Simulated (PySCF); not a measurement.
A calculated (r2SCAN, PySCF 2.14, aug-cc-pVTZ, no relativity, point nucleus) atom or ion has these occupied shells.

```tsv
shell	electrons	orbital energy (eV)	rms radius, mean of both spins (bohr)
1s α	1	-7533.5	0.0659
1s β	1	-7533.5	0.0659
2s α	1	-883.78	0.280
2s β	1	-883.11	0.280
2p α	3	-764.59	0.250
2p β	3	-764.09	0.250
3s α	1	-95.678	0.848
3s β	1	-94.011	0.848
3p α	3	-59.677	0.905
3p β	3	-58.080	0.905
3d α	5	-2.217	1.68
3d β	4	-1.308	1.68
```

Name the element and its charge.

Co (cobalt, neutral), in [Ar] 3d9, 2D determinant (an excited configuration).
